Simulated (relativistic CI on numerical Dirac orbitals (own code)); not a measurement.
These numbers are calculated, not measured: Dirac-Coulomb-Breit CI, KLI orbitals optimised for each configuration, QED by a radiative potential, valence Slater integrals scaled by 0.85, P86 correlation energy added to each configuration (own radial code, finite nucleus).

CI space (outside the closed core [Ar]): 3d¹⁰, 3d⁹4s, 3d⁹4p, 3d⁹4d, 3d⁹5s, 3d⁹5p, 3d⁸4s², 3d⁹4f, 3d⁹5d, 3d⁹6s, 3d⁹6p, 3d⁸4s4p, 3d⁹5f, 3d⁹5g, 3d⁹6d, 3d⁹6f, 3d⁸4p², 3d⁸4s4d. Levels of other configurations are missing.

At this charge configurations can still be misplaced by up to about 7 % of their energy. 34 of the 51 excited levels that our extract of the measured tables holds in this range could be paired (the sources list more); they are missed by 5230 cm⁻¹ on average and 9033 at most, and levels without a partner can miss by more.

Outline of the computed level scheme of Ge V. Lowest level of each configuration: 3d¹⁰ ¹S0 at 0.0000 eV; 3d⁹4s ³D3 at 28.7737 eV; 3d⁹4p ³P°2 at 39.8429 eV; 3d⁹4d ³S1 at 55.9236 eV; 3d⁹5s ³D3 at 59.9789 eV; 3d⁸4s² ³F4 at 63.5709 eV; 3d⁹5p ³P°2 at 63.9811 eV.

Some strong electric-dipole decays among the lowest 45 levels: 3d⁹4p ¹P°1 → 3d¹⁰ ¹S0 (7.8e+09 s⁻¹); 3d⁹4p ¹P°1 → 3d¹⁰ ¹S0 (7.3e+09 s⁻¹); 3d⁹4d ³G5 → 3d⁹4p ³F°4 (7.2e+09 s⁻¹); 3d⁹4d ³G4 → 3d⁹4p ³F°3 (6.7e+09 s⁻¹); 3d⁹4d ³F4 → 3d⁹4p ³D°3 (6.1e+09 s⁻¹); 3d⁹4d ³S1 → 3d⁹4p ³P°2 (5.4e+09 s⁻¹); 3d⁹4d ³P2 → 3d⁹4p ³P°2 (5.0e+09 s⁻¹); 3d⁹4d ³F4 → 3d⁹4p ¹F°3 (5.0e+09 s⁻¹).

LS names give the leading component of a level, which can be under half, so a name can repeat, a term be missing and a line seem to break the LS rules.
